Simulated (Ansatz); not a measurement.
A first, cheap relaxation of `C[CH2][Sn][Br]`.

```yaml
crystal:
  periodic: [false, false, false]
  atoms:
    - {symbol: C, position_ang: [-0.300600, 0.884400, 0.199900]}
    - {symbol: C, position_ang: [0.364900, -0.327000, 0.661200]}
    - {symbol: Sn, position_ang: [1.212500, -1.353100, -1.020200]}
    - {symbol: Br, position_ang: [-0.491700, -1.970500, -2.644500]}
    - {symbol: H, position_ang: [-1.156100, 0.651300, -0.540200]}
    - {symbol: H, position_ang: [-0.795800, 1.471600, 1.056400]}
    - {symbol: H, position_ang: [0.395400, 1.612900, -0.311600]}
    - {symbol: H, position_ang: [1.208600, -0.032000, 1.373000]}
    - {symbol: H, position_ang: [-0.348700, -0.983900, 1.208700]}
basis:
  gaussian: {orbitals: def2-SVP}
hamiltonian: {xc: pbe, dispersion: d4}
relax: {f_tol: 0.03, max_steps: 200}
```

```sh
$ ansatz run in.yaml --threads 4 --pin off --events-out ev --progress --plain
```

Shortened log:

```
Functional definition: PBE
mean field -78010.32811620 eV, -2866.8266809707 hartree, gradient 2.1e-5 eV, S^2 0.000000; 0 other end points of the search recorded, 0 dependent functions left out
relax step   1: F+E_penalty+E_count = -78010.55148172 eV  Δ(F+E_penalty+E_count) = +0.000e0 eV  max|allowed force component| = 2.801e0 eV/Å  Δτ_max = 0.0000 Å  (31 SCF iters, accepted)
mean field -78010.77959362 eV, -2866.8432724601 hartree, gradient 1.1e-5 eV, S^2 0.000000; 0 other end points of the search recorded, 0 dependent functions left out
relax step   2: F+E_penalty+E_count = -78010.99934415 eV  Δ(F+E_penalty+E_count) = -4.479e-1 eV  max|allowed force component| = 1.007e0 eV/Å  Δτ_max = 0.1991 Å  (30 SCF iters, accepted)
mean field -78010.85241147 eV, -2866.8459484665 hartree, gradient 9.5e-6 eV, S^2 0.000000; 0 other end points of the search recorded, 0 dependent functions left out
relax step   3: F+E_penalty+E_count = -78011.07642735 eV  Δ(F+E_penalty+E_count) = -7.708e-2 eV  max|allowed force component| = 3.943e-1 eV/Å  Δτ_max = 0.1713 Å  (29 SCF iters, accepted)
mean field -78010.86680084 eV, -2866.8464772661 hartree, gradient 2.5e-5 eV, S^2 0.000000; 0 other end points of the search recorded, 0 dependent functions left out
relax step   4: F+E_penalty+E_count = -78011.09331604 eV  Δ(F+E_penalty+E_count) = -1.689e-2 eV  max|allowed force component| = 9.746e-2 eV/Å  Δτ_max = 0.0961 Å  (30 SCF iters, accepted)
mean field -78010.86791401 eV, -2866.8465181743 hartree, gradient 1.9e-5 eV, S^2 0.000000; 0 other end points of the search recorded, 0 dependent functions left out
relax step   5: F+E_penalty+E_count = -78011.09541792 eV  Δ(F+E_penalty+E_count) = -2.102e-3 eV  max|allowed force component| = 2.875e-2 eV/Å  Δτ_max = 0.0307 Å  (31 SCF iters, accepted)
mean field -78010.86791401 eV, -2866.8465181743 hartree, gradient 2.1e-5 eV, S^2 0.000000; 1 other end points of the search recorded, 0 dependent functions left out
Total energy: -78011.09545211 eV, -2866.8548800455 hartree
Atom 0 at    -0.341963     0.926074     0.159707 Å, force    -0.000055     0.028750    -0.004736 eV/Å
Atom 1 at     0.396608    -0.333104     0.623877 Å, force     0.006567     0.002735     0.028517 eV/Å
Atom 2 at     1.477679    -1.432077    -0.997313 Å, force    -0.004531    -0.008759     0.007134 eV/Å
Atom 3 at    -0.654217    -1.835253    -2.384039 Å, force    -0.012947    -0.000720    -0.022012 eV/Å
Atom 4 at    -1.120927     0.684502    -0.592175 Å, force     0.005406    -0.018861    -0.006026 eV/Å
Atom 5 at    -0.844993     1.447869     1.003106 Å, force    -0.005817    -0.017755     0.000454 eV/Å
Atom 6 at     0.341705     1.668777    -0.305643 Å, force     0.001316    -0.003844     0.008315 eV/Å
Atom 7 at     1.146860    -0.102020     1.412078 Å, force     0.007656     0.009788    -0.005015 eV/Å
Atom 8 at    -0.312252    -1.071068     1.063100 Å, force     0.002405     0.008666    -0.006631 eV/Å
Dipole moment:     0.394910     0.124090     0.363032 e Å
```

It took 12 s on 4 threads of a server CPU on a shared host, with 0.17 GiB of host memory at the peak.
